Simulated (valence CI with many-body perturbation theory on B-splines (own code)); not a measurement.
## Sc: what each term of the Hamiltonian does

Computed by valence CI with perturbative core correlation (CI+MBPT): three valence electrons over a frozen Dirac-Fock core [Ar], a basis of 9 s, 9 p, 10 d, 8 f, 5 g, 3 h, 1 i functions for each j, with the one-electron correlation potential Σ1 (screened to all orders), the two-electron term Σ2, the three-electron term Σ3, Breit, model QED; selected single and double excitations, second order for the rest (own B-spline code, finite nucleus).

Against 36 measured levels this calculation errs by 392 cm⁻¹ on average and by 1105 at most. These come from a selection out of the NIST Handbook of Basic Atomic Spectroscopic Data. Levels without a partner in it may be off by more, other configurations by 1,000 to 4,000 cm⁻¹.

Each rung adds one term. CI alone is the Dirac-Coulomb CI over the frozen core; QED comes last and gives the full result, which names the levels. Energies are above 3d4s² ²D_3/2 on the same rung, in eV. A blank means that the level has no clear partner on that rung.

Names give the largest LS component (configuration and term), which can be under half, so a name can repeat, a term be missing and a line seem to break the LS rules; names also repeat where a configuration has a term twice. Letters in brackets count levels of one name in rising energy.

```csv
Level,CI alone
3d4s² ²D_5/2,0.0159
3d²4s ⁴F_3/2,2.359
3d²4s ⁴F_5/2,2.362
3d²4s ⁴F_7/2,2.366
3d²4s ⁴F_9/2,2.371
3d²4s ²F_5/2,2.577
3d²4s ²F_7/2,2.587
3d4s4p ⁴F°_3/2,1.719
3d4s4p ⁴F°_5/2,1.729
3d4s4p ⁴F°_7/2,1.742
3d4s4p ⁴D°_1/2,1.843
3d4s4p ²D°_5/2 [a],1.763
3d4s4p ⁴F°_9/2,1.757
3d4s4p ⁴D°_5/2,1.854
3d4s4p ⁴D°_7/2,1.863
3d²4s ⁴P_1/2,2.705
```

Q: What do these energies become with core correlation, Breit and QED?

A: 3d4s² ²D_5/2 0.0210 (+0.0051); 3d²4s ⁴F_3/2 1.318 (-1.0407); 3d²4s ⁴F_5/2 1.323 (-1.0390); 3d²4s ⁴F_7/2 1.330 (-1.0366); 3d²4s ⁴F_9/2 1.338 (-1.0325); 3d²4s ²F_5/2 1.746 (-0.8304); 3d²4s ²F_7/2 1.761 (-0.8261); 3d4s4p ⁴F°_3/2 1.923 (+0.2035); 3d4s4p ⁴F°_5/2 1.933 (+0.2046); 3d4s4p ⁴F°_7/2 1.949 (+0.2074); 3d4s4p ⁴D°_1/2 1.959 (+0.1164); 3d4s4p ²D°_5/2 [a] 1.962 (+0.1987); 3d4s4p ⁴F°_9/2 1.967 (+0.2099); 3d4s4p ⁴D°_5/2 1.976 (+0.1221); 3d4s4p ⁴D°_7/2 1.985 (+0.1217); 3d²4s ⁴P_1/2 2.035 (-0.6696).

Q: How does the ionisation energy move along the ladder, and which term matters most?

A: CI alone 6.4558, + Σ1 6.6607, + Σ2 6.5580, + Σ3 6.5548, + Breit 6.5538, + QED 6.5530 eV. The largest step is Σ1, 0.2049 eV. NIST lists 6.56149 eV (measured).
